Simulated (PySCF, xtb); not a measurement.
Sn(OH)(NH2) (H₃NOSn), SMILES [NH2][Sn][OH] (connectivity only; charge and spin as stated), neutral, multiplicity 1.

GFN2-xTB run with xtb at its own geometry gives an orbital gap of 3.82 eV and a dipole moment of 2.76 D.

Geometry optimised at B3LYP-D3(BJ)/def2-TZVP. The def2 effective core potentials stand for the cores of Sn; spin–orbit coupling is left out. One conformer was computed; it need not be the lowest.

### Question
What does PySCF with r2SCAN/def2-TZVPD give? (Estimate from the structure and the level; the computed values follow.)

### Answer
gap 4.05 eV (levels -6.26 and -2.21 eV), dipole 2.16 D.
